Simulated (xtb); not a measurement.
CH$_{4}$Al, charge +1, singlet, at a GFN2-xTB geometry (such geometries of metal compounds can be far from the true shape). Base run: GFN0-xTB (xtb).

Geometry (Å):
```xyz
6

Al    -0.4037    -0.5597    -0.2730
C      0.6534     0.9012     0.4433
H      0.4404     1.0469     1.5161
H      0.4117     1.8351    -0.0922
H      1.7312     0.6974     0.3237
H     -1.2554    -1.7104    -0.8578
```
Charge +1, spin multiplicity 1.
All else is at xtb's defaults.
Base energy -3.91437 Eh.

Variants of this job, named by their change:

```
change         ΔE vs base (kcal/mol)  HOMO-LUMO gap (eV)
-------------  ---------------------  ------------------
base                           0.000                3.75
etemp = 3000                  -0.017                3.75
etemp = 1000                   0.000                3.75
acc = 1000                     0.000                3.75
etemp = 10000                 -10.03                3.75
```
